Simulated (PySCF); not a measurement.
How methods differ on the interval between two levels of Tc

Tc [Kr] 4d5 5s2 [6S5/2, M_J = 5/2] → Tc [Kr] 4d6 5s1 [6D9/2, M_J = 9/2], as a difference of total energies. All numbers are calculated (PySCF 2.14, the two-component X2C-1e Hamiltonian, in x2c-SVPall-2c with one added diffuse shell each of s, p, d type (7s9p7d1f, 76 functions)). Correlated levels: [Ar] 3d10 frozen; the 6 highest virtual spinors dropped. "Screened" scales the spin-orbit matrix elements by Boettger's factors to mimic the two-electron term; Breit and QED terms are absent.

**Question.** Order these methods by the interval between two levels they give, lowest first.
A. GMP2 (screened spin-orbit)
B. GMP2 (spin-free)
C. GHF (screened spin-orbit)
D. GHF (spin-free)

**Answer.** A (4037.1 cm⁻¹), B (4777.6 cm⁻¹), C (5401.5 cm⁻¹), D (6059.8 cm⁻¹).

The spin-free rows relax to the high-spin LS determinant and lack the spin-orbit shift.

Errors of the correlated levels include the incompleteness of this basis and the frozen core.

The labels give the starting determinants; with spin-orbit coupling the two ends relaxed to ⟨J²⟩ = 8.79, ⟨L²⟩ = 0.02, ⟨S²⟩ = 8.78 and ⟨J²⟩ = 24.77, ⟨L²⟩ = 6.05, ⟨S²⟩ = 8.74.

For comparison: 2572.9 cm⁻¹ (measured; NIST Handbook of Basic Atomic Spectroscopic Data (Sansonetti and Martin, J. Phys. Chem. Ref. Data 34, 1559 (2005))).
